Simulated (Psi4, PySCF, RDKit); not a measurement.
Internal rotation in SMILES C[Si](C)(C)CS. Scanned: dihedral Si2–C5–S6–H18; all other coordinates were relaxed at GFN2-xTB. Points at φ and −φ are mirror images. Heavy atoms are numbered in the order of the SMILES C[Si](C)(C)CS, hydrogens after them in the order of the atoms that carry them; the mirror image has the same energies with the sign of each dihedral reversed.

- PBE0/def2-SVP // GFN2-xTB (Psi4)
- UFF // GFN2-xTB (RDKit)
- RKS-B3LYP/LANL2DZ = restricted B3LYP/LANL2DZ, with its core potentials past Ne // GFN2-xTB (PySCF)

Energies in kJ/mol, each method relative to its own lowest point.

```json
[
 {"φ / °": "-150", "PBE0/def2-SVP": "3.2", "UFF": "3.6", "RKS-B3LYP/LANL2DZ": "1.6"},
 {"φ / °": "-120", "PBE0/def2-SVP": "5.9", "UFF": "7.7", "RKS-B3LYP/LANL2DZ": "4.2"},
 {"φ / °": "-90", "PBE0/def2-SVP": "2.7", "UFF": "5.3", "RKS-B3LYP/LANL2DZ": "2.6"},
 {"φ / °": "-60", "PBE0/def2-SVP": "0.0", "UFF": "4.2", "RKS-B3LYP/LANL2DZ": "0.9"},
 {"φ / °": "-30", "PBE0/def2-SVP": "2.5", "UFF": "10.3", "RKS-B3LYP/LANL2DZ": "3.1"},
 {"φ / °": "0", "PBE0/def2-SVP": "4.6", "UFF": "13.2", "RKS-B3LYP/LANL2DZ": "4.9"},
 {"φ / °": "30", "PBE0/def2-SVP": "2.5", "UFF": "10.3", "RKS-B3LYP/LANL2DZ": "3.1"},
 {"φ / °": "60", "PBE0/def2-SVP": "0.0", "UFF": "4.2", "RKS-B3LYP/LANL2DZ": "0.9"},
 {"φ / °": "90", "PBE0/def2-SVP": "2.7", "UFF": "5.3", "RKS-B3LYP/LANL2DZ": "2.6"},
 {"φ / °": "120", "PBE0/def2-SVP": "5.9", "UFF": "7.7", "RKS-B3LYP/LANL2DZ": "4.2"},
 {"φ / °": "150", "PBE0/def2-SVP": "3.2", "UFF": "3.6", "RKS-B3LYP/LANL2DZ": "1.6"},
 {"φ / °": "180", "PBE0/def2-SVP": "1.2", "UFF": "0.0", "RKS-B3LYP/LANL2DZ": "0.0"}
]
```
